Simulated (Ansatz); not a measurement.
Species: PO (charge 0, doublet). 
Structure (B3LYP-D3(BJ)/def2-TZVP (Ansatz, a quantum-chemistry and plane-wave program) minimum search):
SMILES: O=[P]
```xyz
2

P      0.0000     0.0000    -0.5147
O      0.0000     0.0000     0.9651
```
Charge 0, spin multiplicity 2.

Basis-set convergence of Hartree-Fock and MP2 correlation energies (hartree) with Ansatz. Cores are frozen in the correlated levels unless marked. UHF or UKS for open shells. No spin-orbit coupling. No relativistic terms.

```
basis       functions       E(HF)  E(corr, MP2)
----------  ---------  ----------  ------------
def2-SVP           32  -415.39255      -0.28216
def2-TZVPP         73  -415.62161      -0.35439
def2-QZVPP        127  -415.63606      -0.38303
```

Extrapolating the two largest sets (X = 3 and 4) as X^-3: E(corr) = (64·(-0.38303) - 27·(-0.35439))/37 = -0.4039 Eh, an estimate of the basis-set limit. The largest set recovers 94.8 % of it, the smallest 69.9 %.
